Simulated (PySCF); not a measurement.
Spectrum to structure. Level of theory: TDDFT CAM-B3LYP/def2-SVPD, vertical, gas phase, core orbitals frozen in the response (PySCF). Geometries: GFN2-xTB, one conformer each.

```tsv
state	λ (nm)	f
S1	343.6	0.145
S2	246.1	0.0001
S3	231.2	0.0042
S4	227.1	0.0044
S5	220.1	0.0008
S6	210.4	0.038
S7	209.1	0.0063
S8	196.1	0.014
```

Orbital energies (eV): HOMO-3 -10.50, HOMO-2 -9.66, HOMO-1 -9.27, HOMO -6.87, LUMO -0.41, LUMO+1 1.06, LUMO+2 1.26.

Problem. Which candidate is it? All have the formula C5H8SSi.
A. `[SiH3]Cc1ccsc1`
B. `CSC1=CC=C[SiH2]1`
C. `C#C[SiH2]/C=C/SC`

Solution. B. Its S1, at 3.61 eV, is the lowest among the candidates; the nearest of the others has S1 at 5.55 eV. S1 is HOMO→LUMO (97%). Löwdin shares by element: HOMO carbon 46% or more, sulfur 34% (atoms not listed hold the other 20%); LUMO carbon 70% or more (atoms not listed hold the other 30%). At the same level the other candidates give, for their lowest levels:
- `[SiH3]Cc1ccsc1`: 222 nm (f 0.099); 209 nm (f 0.086); 207 nm (f 0.001); 196 nm (f 0.001); 193 nm (f 0.016); T1 3.78 eV; HOMO -7.84, LUMO 0.67 eV
- `C#C[SiH2]/C=C/SC`: 223 nm (f 0.384); 222 nm (f 0.059); 205 nm (f 0.002); 203 nm (f 0.001); 196 nm (f 0.001); T1 3.81 eV; HOMO -7.69, LUMO 0.64 eV

Conformer computed: `[CH3:1][S:2][C:3]1=[CH:4][CH:5]=[CH:6][SiH2:7]1`: C1–S2–C3–C4 179°.
Triplets come from the Tamm–Dancoff approximation.
